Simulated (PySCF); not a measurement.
# C₈H₁₄Si: full NMR table

```yaml
Formula: C8H14Si
SMILES: C#CC/C([SiH3])=C\CCC
Point_group_of_the_computed_structure: C1
Degrees_of_unsaturation: 3
Carbon_signals: 8
Proton_signals: 7
```

Numbering as in the mapped SMILES `[CH:1]#[C:2][CH2:3]/[C:4]([SiH3:5])=[CH:6]\[CH2:7][CH2:8][CH3:9]`. Each H is labelled by its parent atom.

Method: shieldings: GIAO PBE0/pcSseg-1, structure optimised with GFN2-xTB, in PySCF 2.14.0 with density-fitted response routines (non-relativistic, equivalent nuclei averaged, a single conformation, no solvent).

Referencing at the same level of theory: 1H, 13C, 29Si vs TMS.

| carbon | δC, type | δH (multiplicity) | HMBC from (2–3 bonds) | span of the C tensor (ppm) |
| --- | --- | --- | --- | --- |
| C1 | 75.2, CH | 1.45 (t) | H(C3) | 213 |
| C2 | 87.5, C | – | H(C3), H(C1) | 301 |
| C3 | 22.2, CH2 | 3.04 (d) | H(C6), H(Si5), H(C1) | 25 |
| C4 | 136.6, C | – | H(C6), H(Si5), H(C3), H(C7) | 221 |
| C6 | 158.4, CH | 6.32 (t) | H(Si5), H(C3), H(C7), H(C8) | 231 |
| C7 | 36.3, CH2 | 2.48 (m) | H(C6), H(C8), H(C9) | 36 |
| C8 | 25.3, CH2 | 1.48 (m) | H(C6), H(C7), H(C9) | 15 |
| C9 | 14.6, CH3 | 0.91 (t) | H(C7), H(C8) | 30 |

Other nuclei:
| atoms | nucleus | environment | δ (ppm) | σ (ppm) |
| --- | --- | --- | --- | --- |
| H(Si5) | 1H | hydrogen on a silicon bonded to C | 4.22 | 27.49 |
| Si5 | 29Si | silicon bonded to C, 3 H | -67.3 | 416.4 |

- Carbon types of the structure: 2 × C, 2 × CH, 3 × CH2, 1 × CH3, leaving 3 H on heteroatoms.
- δC 158.4: alkene CH; as expected for a trigonal carbon in a double bond.
- δC 136.6: fully substituted alkene carbon; the olefinic region.
- δC 87.5: alkyne carbon; sp carbons lie upfield of alkene carbons because the cylindrical π system leaves one tensor component strongly shielded.
- δC 75.2: terminal alkyne carbon; sp carbons lie upfield of alkene carbons because the cylindrical π system leaves one tensor component strongly shielded.
- δH 6.32: hydrogen on an alkene CH; a vinylic proton, deshielded by the sp2 carbon and the C=C anisotropy.

Shifts are as computed. Against solution values, carbons near 30 ppm lie about +3 ppm off and those near 130 ppm about +5 ppm. Of 1211 compounds with measured shifts, 218 miss one by over three times the rms of a fit or turn the order of signals round; such compounds aren't used in these exercises. No couplings were computed; multiplicities are counted from neighbouring protons, with m where these are inequivalent, close in shift, in a saturated or five-membered ring or joined by F or P, and br s for small geminal =CH2 splittings.
